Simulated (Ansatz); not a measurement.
Consider the redistribution: `C#[C][Zr]([OH])([F])[O]C` + `OC[SiH2]F` → `C#[C][Zr]([OH])([OH])[F]` + `COC[SiH2]F`.

Isolated molecules relaxed with PBE0-D4/def2-TZVP in Ansatz; ΔE leaves out vibrations. CCSD(T)/CBS adds triple-zeta CCSD(T) − MP2 to the extrapolated MP2 energy (def2 sets, frozen cores). DFT in def2-TZVPP. B3LYP here is the variant with VWN-RPA as its local correlation; programs differ in this. Elements past krypton have def2 core potentials. For Zr outer-core shells are correlated without core-valence functions, which leaves a few kJ/mol of doubt a bond. Each species was taken in one conformer, which may not be the lowest.

`C#[C][Zr]([OH])([F])[O]C`:

Cartesian coordinates in Å:
```
C 1.584 2.575 1.476
C 1.107 1.478 1.263
Zr 0.226 -0.515 0.920
O 1.643 -1.774 0.676
F -0.863 -1.021 2.410
O -0.858 -0.371 -0.628
C -1.616 -0.370 -1.795
H 2.003 3.538 1.664
H 2.243 -2.440 0.353
H -1.155 -1.010 -2.553
H -2.627 -0.737 -1.593
H -1.687 0.647 -2.194
```

`OC[SiH2]F`:

```xyz
9

O     1.633    0.187   -0.578
C     0.734   -0.197    0.454
Si   -1.048   -0.141   -0.131
F    -1.286    1.345   -0.699
H     1.400    1.073   -0.869
H     0.871    0.412    1.360
H     0.996   -1.223    0.734
H    -2.010   -0.372    0.978
H    -1.290   -1.083   -1.249
```

`C#[C][Zr]([OH])([OH])[F]`:

```xyz
9

C    -1.242    2.257   -0.913
C    -0.698    1.211   -0.620
Zr    0.285   -0.699   -0.134
O     2.042   -0.311    0.494
O    -0.774   -1.583    1.181
F     0.389   -1.777   -1.706
H    -1.721    3.175   -1.171
H     2.874   -0.226    0.949
H    -1.155   -2.046    1.921
```

`COC[SiH2]F`:

Cartesian coordinates in Å:
```
C -0.288 1.456 -0.996
O 0.837 0.685 -0.673
C 0.730 0.048 0.584
Si -0.233 -1.571 0.553
F 0.592 -2.654 -0.290
H -1.205 0.853 -1.043
H -0.442 2.261 -0.264
H -0.108 1.897 -1.976
H 0.307 0.728 1.341
H 1.750 -0.180 0.913
H -1.564 -1.438 -0.089
H -0.376 -2.083 1.940
```

Task: Is it downhill or uphill in electronic energy at CCSD(T)/CBS, and by how much? (Best estimate.)

Result: The calculation gave: Nearly level: ΔE = +0.9 kJ/mol.

Task: What do these levels give: r2SCAN-D4, B3LYP-D4, PBE0, HF/def2-QZVPP, MP2/def2-QZVPP, CCSD/CBS(def2)? (Estimate.)

Result: The calculation gave: r2SCAN-D4 1.2, B3LYP-D4 2.4, PBE0 3.0, HF/def2-QZVPP 3.4, MP2/def2-QZVPP 1.5, CCSD/CBS(def2) 0.6 kJ/mol.

Largest T1 diagnostic among the species: 0.017.
